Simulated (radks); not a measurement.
Q: The mean radii <r> (bohr) of the occupied orbitals of an atom or ion are listed with their occupations. Method: Dirac Kohn-Sham, PBE, spin-unpolarised, spherical densities, finite nucleus; Fermi nuclear charge, rms radius of each element as measured or else 0.836 A^(1/3) + 0.57 fm; computed with a radial shooting solver on a logarithmic mesh with Libxc functionals.

| orbital | occ. | <r> |
|---|---|---|
| 1s1/2 | 2 | 0.02037 |
| 2s1/2 | 2 | 0.08583 |
| 2p1/2 | 2 | 0.07141 |
| 2p3/2 | 4 | 0.07866 |
| 3s1/2 | 2 | 0.2224 |
| 3p1/2 | 2 | 0.2119 |
| 3p3/2 | 4 | 0.2249 |
| 3d3/2 | 4 | 0.1975 |
| 3d5/2 | 6 | 0.2016 |
| 4s1/2 | 2 | 0.4564 |
| 4p1/2 | 2 | 0.4550 |
| 4p3/2 | 3 | 0.4745 |

Name the element and its charge. Open shells, if any, fill j = l - 1/2 first.

A: Z = 68, erbium, charge +33: Er33+ in [Ar] 3d10 4s2 4p5. The 1s radius gives Z: for a bare nucleus <r> = (2 gamma + 1)/(2Z) with gamma = sqrt(1 - (Z/c)^2), 0.02012 bohr for Z = 68, and screening makes it slightly larger (0.02037 here). The occupations add up to 35, and the charge is Z minus that.
